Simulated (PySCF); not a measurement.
# Spin-rotation constants: `F/C(C#N)=C\SC(F)(F)F`, C4HF4NS

Molfile (atoms numbered from 1):
```
C4HF4NS
     RDKit          3D

 11 10  0  0  0  0  0  0  0  0999 V2000
    3.7915   -0.4859   -0.3139 N   0  0  0  0  0  0  0  0  0  0  0  0
    2.8229    0.0696   -0.0593 C   0  0  0  0  0  0  0  0  0  0  0  0
    1.6232    0.7518    0.2532 C   0  0  0  0  0  0  0  0  0  0  0  0
    1.7559    2.0320    0.6351 F   0  0  0  0  0  0  0  0  0  0  0  0
    0.4206    0.1673    0.1762 C   0  0  0  0  0  0  0  0  0  0  0  0
   -1.0638    1.0072    0.5630 S   0  0  0  0  0  0  0  0  0  0  0  0
   -2.2018   -0.3969    0.2249 C   0  0  0  0  0  0  0  0  0  0  0  0
   -2.1044   -0.8117   -1.0372 F   0  0  0  0  0  0  0  0  0  0  0  0
   -1.9295   -1.4440    1.0020 F   0  0  0  0  0  0  0  0  0  0  0  0
   -3.4506   -0.0249    0.4472 F   0  0  0  0  0  0  0  0  0  0  0  0
    0.3415   -0.8617   -0.1324 H   0  0  0  0  0  0  0  0  0  0  0  0
  1  2  3  0
  2  3  1  0
  3  4  1  0
  3  5  2  0
  5  6  1  0
  6  7  1  0
  7  8  1  0
  7  9  1  0
  7 10  1  0
  5 11  1  0
M  END
```

Level of theory: GIAO B3LYP/pcSseg-1 magnetisability, rotational g tensor and spin-rotation constants, non-relativistic, gas phase (PySCF). Geometry: GFN2-xTB.

Q: Give the nuclear spin-rotation constants along the inertial axes (H = +C I·J) beside the isotropic shieldings.

A: Rotational constants 2.5126, 0.5526, 0.4914 GHz. A star marks the isotopologue with that one atom substituted, in its own axes.
| atom | isotope | Caa (kHz) | Cbb (kHz) | Ccc (kHz) | mean (kHz) | σ (ppm) |
| --- | --- | --- | --- | --- | --- | --- |
| N1 | 14N | 0.318 | 0.083 | 0.119 | 0.173 | -67.1 |
| F4 | 19F | 3.360 | 0.683 | 0.244 | 1.429 | 292.3 |
| F8 | 19F | 4.485 | 0.759 | 0.609 | 1.951 | 214.8 |
| F9 | 19F | 4.486 | 0.758 | 0.608 | 1.951 | 214.9 |
| F10 | 19F | 2.528 | 0.915 | 0.675 | 1.373 | 235.7 |
| H11 | 1H | -0.202 | 0.045 | -0.066 | -0.074 | 25.3 |
| C2 | 13C* | 0.484 | 0.137 | 0.219 | 0.280 | 66.8 |
| C3 | 13C* | 0.811 | 0.244 | 0.116 | 0.390 | 40.9 |
| C5 | 13C* | 0.822 | 0.259 | 0.081 | 0.388 | 50.9 |
| S6 | 33S* | 0.643 | 0.265 | 0.160 | 0.356 | 292.4 |
| C7 | 13C* | 0.834 | 0.189 | 0.161 | 0.394 | 37.8 |

For the geometry as given, no vibrational averaging.
